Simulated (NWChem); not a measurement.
# C2H4N cation; SMILES CC#[NH+]

Question: Give the equilibrium geometry at PBE0/def2-SVP (NWChem) as an XYZ file, with the point group.

Answer: point group C3v; any orientation.
```
7

C     -0.0001    -1.2651    -0.0001
C     -0.0001     0.1658    -0.0003
N     -0.0002     1.3120    -0.0009
H     -0.7087    -1.6262    -0.7642
H     -0.3075    -1.6263     0.9957
H      1.0160    -1.6261    -0.2317
H     -0.0003     2.3292    -0.0023
```
